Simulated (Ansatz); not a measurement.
`[CH3][Al]([F])[S][SiH3]` + `BN` → `BN[SiH3]` + `[CH3][Al]([F])[SH]`  (ligand exchange at the Si–S bond)

Isolated molecules relaxed with PBE0-D4/def2-TZVP in Ansatz; ΔE leaves out vibrations. CCSD(T)/CBS is the MP2 limit (def2-TZVPP, def2-QZVPP) plus CCSD(T) − MP2 in def2-TZVPP, frozen cores. This one scheme is used for every species. Functionals use def2-TZVPP. B3LYP here is the variant with VWN-RPA as its local correlation; programs differ in this. One conformer a species, not always the lowest.

CCSD(T)/CBS gives +5.5 kcal/mol.

Another level gave +5.6 kcal/mol. Which?
A. PBE-D4/def2-TZVPP
B. r2SCAN-D4/def2-TZVPP
C. MP2/def2-TZVPP
D. B3LYP/def2-TZVPP

C. MP2/def2-TZVPP 5.6, B3LYP 4.4, r2SCAN-D4 6.8, PBE-D4 7.9 kcal/mol.

Largest T1 diagnostic among the species: 0.012.

In def2-TZVPP, CCSD(T) changes the Hartree–Fock value by +2.2 kcal/mol (the triples alone add +0.6 kcal/mol) and MP2 by +3.0 kcal/mol. The D4 term adds +1.1 kcal/mol with B3LYP and +0.7 kcal/mol with PBE0; it sums over pairs of atoms, weighted by their polarisabilities, and B3LYP, whose exchange is more repulsive, gets the larger term.
